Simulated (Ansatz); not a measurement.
A nudged elastic band was laid between two geometries of Cl3FH4HfSi (10 atoms, charge 0, multiplicity 1).

Computed with RKS PBE-D4/def2-SVP in Ansatz 0.2.0.

```
movable images  : 9
climbing image  : yes
spring          : 5.0 eV/Å²
optimiser       : quadratic models (default)
start path      : straight line
force threshold : 0.05 eV/Å
iteration limit : 60
end points      : relaxed
```

First end point:

```xyz
10
Properties=species:S:1:pos:R:3
Hf 0.320 -0.050 0.017
F 0.785 0.263 1.840
Cl 2.383 0.034 -1.083
Cl -0.944 1.686 -0.963
Cl -0.493 -2.221 -0.400
Si -3.186 0.064 1.331
H -3.602 -0.345 -0.047
H -3.801 -0.831 2.365
H -3.504 1.504 1.597
H -1.686 -0.105 1.458
```

Last end point:

```xyz
10
Properties=species:S:1:pos:R:3
Hf -0.457 -0.235 -0.425
F -0.296 -1.075 1.720
Cl 1.583 0.848 0.030
Cl -1.327 0.958 -2.240
Cl -0.582 -2.481 -1.114
Si -2.584 0.607 1.128
H -3.977 0.117 0.824
H -2.305 -0.092 2.505
H -2.654 2.054 1.546
H -1.130 -0.701 2.139
```

Question: What changes between the two ends?

Answer: Bonds broken: Si6–H10. Bonds formed: Hf1–Si6, F2–H10.

Question: What energy profile does the band end with?

Answer: The run converged. The highest image is number 9 of 0 to 10, 1.99 eV above the first end and 0.17 eV above the last; the last end lies 1.82 eV above the first. Neighbouring images differ by up to 1.2 eV, so the band resolves the path poorly. Another band between the same ends (9 images) ends at a top of the same energy, where a vibrational analysis finds 1 clearly imaginary mode. The orbitals stay closed-shell, which can raise the energy where a bond breaks towards radicals; this wasn't checked here.

| image | path coordinate (Å) | energy (eV) | Si6–H10 (Å) | Hf1–Si6 (Å) | F2–H10 (Å) |
| --- | --- | --- | --- | --- | --- |
| 0 | 0.00 | 0.00 | 1.51 | 3.75 | 2.53 |
| 1 | 0.87 | 0.00 | 1.52 | 3.77 | 2.60 |
| 2 | 1.75 | 0.00 | 1.52 | 3.70 | 2.69 |
| 3 | 2.62 | 0.03 | 1.51 | 4.07 | 2.84 |
| 4 | 3.50 | 0.06 | 1.50 | 4.43 | 2.85 |
| 5 | 4.37 | 0.08 | 1.50 | 4.55 | 2.63 |
| 6 | 5.25 | 0.16 | 1.50 | 4.23 | 2.32 |
| 7 | 6.12 | 0.30 | 1.51 | 3.70 | 2.19 |
| 8 | 7.00 | 0.76 | 1.54 | 3.24 | 1.82 |
| 9 | 7.87 | 1.99 | 1.99 | 2.90 | 1.07 |
| 10 | 8.87 | 1.82 | 2.20 | 2.76 | 1.01 |

Question: What is the geometry of the highest image?

Answer: 
```xyz
10
Properties=species:S:1:pos:R:3
Hf -0.383 -0.291 -0.301
F -0.140 -1.133 1.747
Cl 1.679 0.807 -0.115
Cl -1.526 1.005 -1.883
Cl -0.415 -2.439 -1.236
Si -2.631 0.519 1.350
H -3.819 -0.012 0.594
H -2.828 0.121 2.801
H -2.602 2.022 1.313
H -1.065 -0.599 1.844
```

The band took 25 iterations and about 16 core-minutes.

The run took 4.5 min on 4 threads of Intel(R) Xeon(R) 6975P-C (Granite Rapids) (shared host), peak memory 0.24 GiB.
